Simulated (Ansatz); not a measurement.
Ansatz (a first-principles code) input:

Ansatz 0.2 input:
```yaml
crystal:
  periodic: [false, false, false]
  atoms:
    - {symbol: C, position_ang: [3.11326571, 0.14954287, -0.08124591]}
    - {symbol: C, position_ang: [1.78748662, -0.42601301, 0.41762549]}
    - {symbol: C, position_ang: [0.56009803, 0.23708908, -0.20525635]}
    - {symbol: C, position_ang: [-0.77908281, -0.31435423, 0.27151064]}
    - {symbol: C, position_ang: [-2.03191807, 0.37024336, -0.37131236]}
    - {symbol: O, position_ang: [-3.19506019, -0.10216955, 0.03684895]}
    - {symbol: H, position_ang: [3.20417429, 0.03554581, -1.16536467]}
    - {symbol: H, position_ang: [3.97605337, -0.34183615, 0.37951201]}
    - {symbol: H, position_ang: [3.18138251, 1.21880918, 0.13921465]}
    - {symbol: H, position_ang: [1.73579525, -0.32707519, 1.50780067]}
    - {symbol: H, position_ang: [1.75842817, -1.50209168, 0.21231375]}
    - {symbol: H, position_ang: [0.62019035, 0.13877398, -1.29726365]}
    - {symbol: H, position_ang: [0.59753031, 1.31519760, -0.00022533]}
    - {symbol: H, position_ang: [-0.86930234, -0.20557939, 1.35979613]}
    - {symbol: H, position_ang: [-0.84652172, -1.38826372, 0.05585521]}
    - {symbol: H, position_ang: [-1.83666055, 0.28974363, -1.49612697]}
    - {symbol: H, position_ang: [-1.85968495, 1.48508394, -0.17823249]}
basis:
  gaussian:
    orbitals: aug-cc-pVTZ
total_charge: -1
magnetization: {spin_polarized: false}
correlation: {method: ccsd_t, electrons: outside_noble_gas}
```

Problem. Predict the final energy.

Solution. -271.92068 Eh (CCSD(T)/aug-cc-pVTZ). The basis has 529 functions.

It need not be the lowest isomer of its formula. Whether it binds its extra electron was not tested at this geometry.
